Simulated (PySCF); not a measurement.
Work out the structure from these simulated measurements.

Formula: C2H11N3Si3.

* NMR, other nuclei: isotropic shieldings of nuclei other than C and H, by class: 233 (2 N), 254 (1 N), 394 (1 Si), 400 (2 Si) ppm [GIAO PBE0/pcSseg-1]
* Rotational structure: rotational constants A, B, C: 1.333, 0.939, 0.828 GHz [GFN2-xTB]
* 13C NMR: chemical shifts (computed TMS as zero) by class: 96.1 (1 C), 90.4 (1 C) ppm [GIAO PBE0/pcSseg-1]
* 1H NMR: chemical shifts (computed TMS as zero) by class: 4.81 (6 H), 1.65 (1 H), 0.84 (4 H) ppm [GIAO PBE0/pcSseg-1]
* Dipole: 1.37 D [PBE0/pcSseg-1]

Gas-phase values; electronic properties from PySCF, density fitting. Levels stand in brackets. One conformer (not necessarily the lowest) at the GFN2-xTB geometry, without solvent, vibrations or thermal averaging. NMR values are class means; diastereotopic atoms form classes of their own.

Question: What is the compound? Reason from the data.

Answer: Numbering: `[CH:1]#[C:2][Si:3]([NH2:4])([NH2:5])[N:6]([SiH3:7])[SiH3:8]`. Its formula, C2H11N3Si3, gives 2 degrees of unsaturation: 0 rings and 2 π bonds in the structure found. 2 carbons fall into 2 classes; from least to most shielded: terminal alkyne carbon [C1] (96.1 ppm), alkyne carbon [C2] (90.4 ppm). Hydrogen classes from least to most shielded: 6 H on 2 SiH3 silicons, Si7/Si8 (4.81 ppm), 1 H on a terminal alkyne carbon, C1 (1.65 ppm), 4 H on 2 silicon-bound nitrogens, N4/N5 (0.84 ppm). The other shieldings belong to: 233 ppm, silicon-bound nitrogen [N4/N5]; 254 ppm, nitrogen bridging silicon atoms [N6]; 394 ppm, four-coordinate silicon [Si3]; 400 ppm, SiH3 silicon [Si7/Si8]. By its constants the optimised geometry is an asymmetric top. Structure: `C#C[Si](N)(N)N([SiH3])[SiH3]`. Computed isomers that give other values at the same levels: `CN([SiH3])[SiH2][Si@@H](N)C#N` (13C chemical shifts (computed TMS as zero) by class: 127.3 (1 C), 39.9 (1 C) ppm); `N#C[Si@@](N)(C[SiH3])N[SiH3]` (13C chemical shifts (computed TMS as zero) by class: 126.4 (1 C), -3.1 (1 C) ppm); `CN([SiH2]C#N)[Si@@H](N)[SiH3]` (13C chemical shifts (computed TMS as zero) by class: 124.6 (1 C), 32.8 (1 C) ppm). The assignments are read from this structure; whether some other isomer fits the data as well wasn't checked.

Shape of the structure used: `[CH:1]#[C:2][Si:3]([NH2:4])([NH2:5])[N:6]([SiH3:7])[SiH3:8]`: C2–Si3–N6–Si7 90°, H–N4–Si3–C2 51°, H–N4–Si3–C2 -176°, H–N5–Si3–C2 -155°, H–N5–Si3–C2 67°.
